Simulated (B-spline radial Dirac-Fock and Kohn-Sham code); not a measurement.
## How the settings move the core levels of Be²⁺

ΔSCF core binding energies without Breit or QED terms, calculated with an atomic code on a B-spline grid. Keys: rel is the Hamiltonian (dirac, or spin-free x2c and nr, where L3 and M5 stand for the whole 2p and 3d shells), method is hf or an exchange,correlation pair (spin-unpolarised, also for the hole states), nuc the nuclear model, radius_factor scales its radius, rmax is the box in bohr, h the logarithmic mesh step, order the B-spline order, points the quadrature points per cell, c_factor scales the speed of light, and damp, ndamp, maxit and tol steer the iteration. The run stops when the commutator error falls below 10·tol·max(1, Z/10), or the numerical noise floor, and the energy has settled to about 1e-8 Ha; the virial ratio is −V/T.

Base input:

```json
{"items": [{"Z": 4, "q": 2, "cfg": [[1, 0, 2]], "A": 9, "rrms": 2.519, "do": "settings", "holes": ["K", "L3", "M5"],
  "settings": [{"rel": "dirac", "method": "hf", "nuc": "fermi", "radius_factor": 1.0, "rmax": 45.0, "h": 0.3, "order": 8, "points": 10, "c_factor": 1.0, "maxit": 60, "damp": 0.5, "ndamp": 3, "tol": 1e-08}]}]}
```

The ground state converged in 8 iterations, with total energy -13.61400 Ha, virial ratio 1.99960 and highest orbital energy -154.24 eV. ΔSCF binding energies: K (1s) 152.7 eV. Holes are computed only in closed shells, and unreliable hole states are left out.

Changes from the base run:

```
                           changed setting  Δ total energy (Ha)  Δ K (eV)  iterations
radius_factor = 0.8; order = 7; damp = 0.8              0.00000      0.00           8
                       radius_factor = 0.8              0.00000      0.00           7
            h = 0.5; order = 7; damp = 0.8             +0.00001      0.00           8
                                damp = 0.8              0.00000      0.00           8
                                rel = "nr"                    ?         ?           ?
                                 order = 7              0.00000      0.00           8
                             nuc = "gauss"              0.00000      0.00           8
```

Problem. What does the change rel = "nr" do?

Solution. The total energy moves by +0.00270 Ha and the binding energies by K -0.03 eV; the run takes 8 iterations.
